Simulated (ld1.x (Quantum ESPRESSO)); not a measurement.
# Configuration tests for oxygen (O) (ultrasoft)

| Item | Value |
| --- | --- |
| Element | O (Z = 8) |
| Generator | ld1.x (Quantum ESPRESSO) 7.5 |
| Type | ultrasoft |
| Functional | PBE |
| Relativity | non-relativistic |
| Frozen core | [He] |
| Valence charge | 6 |
| Reference configuration | 2s2 2p4 |
| Partial waves | 2s (bound): rcut 0.80, rcutus 0.95 bohr; 2s channel at -1.25 Ry: rcut 0.80, rcutus 0.95 bohr; 2p (bound): rcut 1.20, rcutus 1.35 bohr; 2p channel at -0.1 Ry: rcut 1.20, rcutus 1.35 bohr; 3d channel at 0.45 Ry: rcut 1.00, rcutus 1.25 bohr |
| Local potential | all-electron potential smoothed inside 1.05 bohr (lloc = -2) |
| Core correction | a·sin(br)/r model core inside 0.75 bohr |
| Augmentation charge | PSQ, inside the norm-conserving radii |

Energies are relative to the spin-unpolarised reference configuration 2s2 2p4; without spin polarisation the order of configurations can differ from experiment. The frozen-core shift is the all-electron ΔE with the core orbitals held at their reference shape minus the fully relaxed ΔE.

```tsv
valence configuration	charge	ΔE all-electron (eV)	error AE − PS (meV)	frozen-core shift (meV)
2s2 2p2	+2	50.033	+80	+1.2
2s2 2p1	+3	103.905	+409	+6.4
2s2 2p3.5	+0.5	6.290	-1.2	0.0
2s0 2p6	0	29.828	-2.2	+1.6
2s1 2p4	+1	31.609	+4.5	+0.5
```

(1) What are ΔE and the potential's error for 2s2 2p3?

(2) What are ΔE and the potential's error for 2s1 2p5?

Levels in the configuration 2s1 2p4:

```json
{"level": "2s", "all-electron (eV)": "-39.745", "pseudo (eV)": "-39.725"}
{"level": "2p", "all-electron (eV)": "-24.561", "pseudo (eV)": "-24.544"}
```

## Answers

(1) ΔE = 16.439 eV all-electron; the error (AE − PS) is -0.2 meV.

(2) ΔE = 14.896 eV all-electron; the error (AE − PS) is -0.7 meV.
